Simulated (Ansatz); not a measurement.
Isolated molecules relaxed with PBE0-D4/def2-TZVP in Ansatz; ΔE leaves out vibrations. CBS: MP2 limit from def2 TZ/QZ plus the TZ coupled-cluster correction, frozen cores. This one scheme is used for every species. DFT in def2-TZVPP. B3LYP here is the variant with VWN-RPA as its local correlation; programs differ in this. One conformer a species, not always the lowest.

`CO[SiH2]CF` + H₂ → `CO[SiH2]C` + H–F  (hydrogenolysis of a C–F bond)

```tsv
level	ΔE (kcal/mol)	difference from CCSD(T)/CBS
PBE-D4	-29.9	3.5
r2SCAN-D4	-30.5	2.9
PBE0-D4	-32.1	1.3
B3LYP-D4	-29.7	3.7
ωB97X-V	-29.9	3.5
ωB97M-V	-30.9	2.5
B2PLYP	-31.5	1.9
PBE	-30.2	3.2
r2SCAN	-30.6	2.8
PBE0	-32.3	1.1
B3LYP	-30.1	3.3
HF/def2-TZVPP	-32.0	1.4
MP2/def2-TZVPP	-34.7	-1.3
SCS-MP2/def2-TZVPP	-32.9	0.5
CCSD/def2-TZVPP	-33.3	0.1
CCSD(T)/def2-TZVPP	-32.8	0.6
HF/def2-QZVPP	-32.1	1.3
MP2/def2-QZVPP	-35.0	-1.6
SCS-MP2/def2-QZVPP	-33.3	0.1
HF/CBS(def2)	-32.1	1.3
MP2/CBS(def2)	-35.3	-1.9
CCSD/CBS(def2)	-33.9	-0.5
CCSD(T)/CBS	-33.4	0
```

Largest T1 diagnostic among the species: 0.011.

From PBE to PBE0 (25 % exact exchange), in def2-TZVPP and without D4, ΔE moves by −2.2 kcal/mol. In def2-TZVPP, CCSD(T) changes the Hartree–Fock value by −0.8 kcal/mol (the triples alone add +0.5 kcal/mol) and MP2 by −2.6 kcal/mol.
